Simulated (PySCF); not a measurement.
**C8H7: g tensor and hyperfine couplings**

Compound: C₈H₇ (doublet state).
Cartesian coordinates in Å at the GFN2-xTB level; atoms count from 1:
```xyz
15
C8H7 angstrom
C     -2.8556    1.0733    0.6218
C     -1.7009    0.7747    0.1333
C     -1.4030   -0.3597   -0.8398
C     -0.3698   -1.3255   -0.2426
C      0.9067   -0.6804   -0.0446
C      1.9559   -0.1001    0.0932
C      3.1444    0.5380    0.2579
C      4.1921    1.1147    0.3988
H     -3.8655    0.7400    0.5657
H     -0.8125    1.3345    0.4084
H     -2.3220   -0.9012   -1.0697
H     -1.0099    0.0744   -1.7628
H     -0.7342   -1.7079    0.7165
H     -0.2375   -2.1758   -0.9205
H      5.1075    1.6090    0.5258
```

The hyperfine couplings belong to this conformer and change with its torsions.

Identity: `[H]/[C]=C\CCC#CC#C` [radical].

Theory: UKS B3LYP, pcH-1 on C H, non-relativistic, mean-field spin-orbit, GIAO (PySCF 2.14.0). One conformer (not necessarily the lowest) at the GFN2-xTB geometry, without solvent, vibrations or thermal averaging. The geometry wasn't refined by DFT: couplings that depend on bond lengths, twists or pyramidal angles can differ widely from those at the functional's own minimum. No stability test was run, so a lower SCF solution isn't excluded.

* g1, g2, g3: 2.00173, 2.00219, 2.00269
* g_iso: 2.00220
* Form of g: rhombic: the two nearest values differ by 48 % of g3 − g1
* ⟨S²⟩: 0.7588 (exact 0.7500)
* α and β electrons: 28, 27
* HOMO–LUMO gap, α and β orbitals: 5.61, 4.84 eV
* Total energy: -308.85717 Eh
* Basis functions: 270

Isotropic coupling and dipolar principal values T1 to T3, in MHz:

```json
{"atom": "C1", "isotope": "13C", "a_iso": "317.5", "T1": "-81.7", "T2": "-60.0", "T3": "141.7", "Mulliken spin population": "1.04"}
{"atom": "C2", "isotope": "13C", "a_iso": "-14.1", "T1": "-19.2", "T2": "2.6", "T3": "16.6", "Mulliken spin population": "-0.17"}
{"atom": "C3", "isotope": "13C", "a_iso": "85.4", "T1": "-8.7", "T2": "-7.9", "T3": "16.5", "Mulliken spin population": "0.08"}
{"atom": "C4", "isotope": "13C", "a_iso": "-5.8", "T1": "-0.6", "T2": "-0.5", "T3": "1.1", "Mulliken spin population": "0.00"}
{"atom": "C5", "isotope": "13C", "a_iso": "-0.3", "T1": "-0.3", "T2": "-0.1", "T3": "0.4", "Mulliken spin population": "0.00"}
{"atom": "C6", "isotope": "13C", "a_iso": "0.7", "T1": "-0.6", "T2": "-0.5", "T3": "1.0", "Mulliken spin population": "0.00"}
{"atom": "C7", "isotope": "13C", "a_iso": "-0.5", "T1": "-0.2", "T2": "-0.1", "T3": "0.3", "Mulliken spin population": "0.00"}
{"atom": "C8", "isotope": "13C", "a_iso": "0.2", "T1": "-0.2", "T2": "-0.2", "T3": "0.4", "Mulliken spin population": "0.00"}
{"atom": "H9", "isotope": "1H", "a_iso": "38.0", "T1": "-32.5", "T2": "-6.8", "T3": "39.3", "Mulliken spin population": "0.01"}
{"atom": "H10", "isotope": "1H", "a_iso": "115.4", "T1": "-6.5", "T2": "-5.3", "T3": "11.8", "Mulliken spin population": "0.05"}
{"atom": "H11", "isotope": "1H", "a_iso": "-5.6", "T1": "-6.3", "T2": "-1.4", "T3": "7.7", "Mulliken spin population": "0.00"}
{"atom": "H12", "isotope": "1H", "a_iso": "-5.6", "T1": "-4.2", "T2": "-1.6", "T3": "5.9", "Mulliken spin population": "0.00"}
{"atom": "H13", "isotope": "1H", "a_iso": "2.2", "T1": "-1.6", "T2": "-1.2", "T3": "2.8", "Mulliken spin population": "0.00"}
{"atom": "H14", "isotope": "1H", "a_iso": "5.7", "T1": "-1.1", "T2": "-0.6", "T3": "1.8", "Mulliken spin population": "0.00"}
{"atom": "H15", "isotope": "1H", "a_iso": "-0.2", "T1": "-0.3", "T2": "-0.1", "T3": "0.4", "Mulliken spin population": "0.00"}
```

Largest spin populations (Mulliken): C1 (+1.04), C2 (-0.17) and C3 (+0.08). No atom but C1 exceeds +0.15. The positive populations add up to 1.18 and the negative ones to -0.18, together 2S = 1.

Axes: g1 points within 12° of the C1–H9 bond and g2 points within 7° of the C2–C3 bond.

Under fast tumbling the dipolar parts average out, and these isotropic splittings remain: 1 × 1H (H10, I = 1/2, 2 lines) with 4.12 mT, 1 × 1H (H9, I = 1/2, 2 lines) with 1.36 mT, 2 × 1H (H11/H12, I = 1/2, 3 lines) with 0.20 mT and 2 × 1H (H13/H14, I = 1/2, 3 lines) with 0.14 mT.

Nuclei that the bonding pattern makes equivalent are averaged, as if the motion that swaps them (rotation, inversion, ring flip) were fast.

The 13C coupling of C1 (317.5 MHz) shows only in satellite lines or after enrichment, since that isotope makes up about 1.07 % of natural carbon.

Examples of negative spin density at the nucleus (bohr⁻³): C2 (-0.0125), C4 (-0.0051) and H11/H12 (-0.0013).
